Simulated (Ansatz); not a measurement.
Relaxation of H6NSbSi (9 atoms, charge 0, multiplicity 1), to a largest force component of 0.015 eV/Å in at most 40 steps.

Level of theory: RKS PBE0-D4/def2-SVP in Ansatz.

```xyz
9
Properties=species:S:1:pos:R:3
N 0.052 0.499 -1.883
Sb 1.099 1.095 -0.202
Si 0.027 -0.732 1.169
H 0.394 -0.405 -2.164
H -0.994 0.456 -1.619
H -0.129 2.269 0.294
H 0.644 -2.029 0.779
H -1.357 -0.719 0.962
H 0.351 -0.481 2.647
```

Where does it end, and by what steps?

The run converged. After 5 steps the energy has fallen by 0.317 eV; H4 moved furthest, 0.50 Å.

```json
{"step": "0", "energy less start (eV)": "0.0000", "largest force component (eV/Å)": "2.271", "accepted": "yes"}
{"step": "1", "energy less start (eV)": "-0.2538", "largest force component (eV/Å)": "0.863", "accepted": "yes"}
{"step": "2", "energy less start (eV)": "-0.2966", "largest force component (eV/Å)": "0.660", "accepted": "yes"}
{"step": "3", "energy less start (eV)": "-0.3118", "largest force component (eV/Å)": "0.168", "accepted": "yes"}
{"step": "4", "energy less start (eV)": "-0.3126", "largest force component (eV/Å)": "0.207", "accepted": "yes"}
{"step": "5", "energy less start (eV)": "-0.3170", "largest force component (eV/Å)": "0.014", "accepted": "yes"}
```

```xyz
9
Properties=species:S:1:pos:R:3
N -0.040 0.607 -1.937
Sb 1.104 1.039 -0.269
Si 0.042 -0.733 1.302
H 0.449 -0.064 -2.528
H -0.947 0.203 -1.707
H 0.000 2.220 0.312
H 0.599 -2.082 0.967
H -1.441 -0.785 1.097
H 0.321 -0.451 2.746
```

The run took 74 s on 1 CPU thread of a shared host.
